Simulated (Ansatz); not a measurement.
The first iterations of a band of CH₄BClN₂O (10 atoms, charge 0, multiplicity 1).

These are results of RKS B3LYP/def2-SVP (Ansatz 0.2.0), not measurements.

- movable images: 5
- climbing image: yes
- spring: 5.0 eV/Å²
- optimiser: quadratic models (default)
- start path: straight line
- force threshold: 0.03 eV/Å
- iteration limit: 60
- end points: relaxed

Image 0:

```xyz
10
Properties=species:S:1:pos:R:3
N 0.833 -1.540 -0.670
C 0.791 -0.233 -0.251
O 1.746 0.508 -0.280
N -0.475 0.155 0.254
B -0.817 1.454 0.683
Cl -2.456 1.717 1.311
H -0.004 -2.069 -0.878
H 1.688 -1.829 -1.128
H -1.175 -0.579 0.333
H -0.046 2.364 0.629
```

Image 6:

```xyz
10
Properties=species:S:1:pos:R:3
N 0.796 -1.499 -0.793
C 0.759 -0.194 -0.364
O 1.698 0.563 -0.440
N -0.507 0.187 0.146
B -0.798 1.426 0.754
Cl -2.461 1.716 1.300
H 0.118 -2.182 -0.479
H 1.706 -1.848 -1.070
H -1.262 -0.484 0.034
H 0.035 2.265 0.915
```

| iteration | highest image above the first end (eV) | largest band force component (eV/Å) |
| --- | --- | --- |
| 1 | 0.046 | 1.660 |
| 2 | 0.005 | 0.465 |

Problem. Does the band converge within its limit, and where does its top end?

Solution. It converged. It ended after 6 iterations with the highest image 0.002 eV above the first end. The top lies less than 8 meV above the higher end, about what the thresholds resolve: that end is a shoulder or a very shallow well. Another band between the same ends (5 images) ends at a top of the same energy, where a vibrational analysis finds 1 clearly imaginary mode.

Run time: 76 s on 2 threads of Arm Neoverse V2, with other jobs on the host, peak memory 0.24 GiB.
